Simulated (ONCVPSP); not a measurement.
**Transferability test, ONCV potential for krypton (Kr)**

krypton (Kr), optimised norm-conserving Vanderbilt (ONCV), made with ONCVPSP 4.0.1 (PBEsol, scalar-relativistic). Core [Ne], reference 3s2 3p6 3d10 4s2 4p6. Waves: 3s+4s: rc 0.80 bohr, ncon 4, nbas 8, qcut 19.4 1/bohr, 2 projectors; 3p+4p: rc 1.00 bohr, ncon 3, nbas 7, qcut 11.2 1/bohr, 2 projectors; 3d: rc 0.90 bohr, ncon 4, nbas 9, qcut 13.8 1/bohr, 2 projectors, debl 3.4 Ha. Local part: polynomial inside 0.60 bohr (lpopt 3, dvloc0 0 Ha). Core correction: Teter function, parameters optimised by the program.

Energies are relative to the spin-unpolarised reference configuration 3s2 3p6 3d10 4s2 4p6; without spin polarisation the order of configurations can differ from experiment.

(1) Give the all-electron excitation energy and the error of the potential for: 3s2 3p6 3d10 4s2 4p5; 3s2 3p6 3d10 4s2 4p4; 3s2 3p6 3d10 4s2 4p3; 3s2 3p5 3d10 4s2 4p6.

Levels in the configuration 3s2 3p6 3d10 4s2 4p4:

```tsv
level	all-electron (eV)	pseudo (eV)
3s	-288.983	-288.996
3p	-220.411	-220.415
3d	-106.823	-106.818
4s	-46.086	-46.084
4p	-30.986	-30.984
```

Answers

(1)

| valence configuration | charge | ΔE all-electron (eV) | error AE − PS (meV) |
| --- | --- | --- | --- |
| 3s2 3p6 3d10 4s2 4p5 | +1 | 14.283 | -1.7 |
| 3s2 3p6 3d10 4s2 4p4 | +2 | 39.461 | -4.4 |
| 3s2 3p6 3d10 4s2 4p3 | +3 | 76.550 | -8.6 |
| 3s2 3p5 3d10 4s2 4p6 | +1 | 207.504 | -16 |
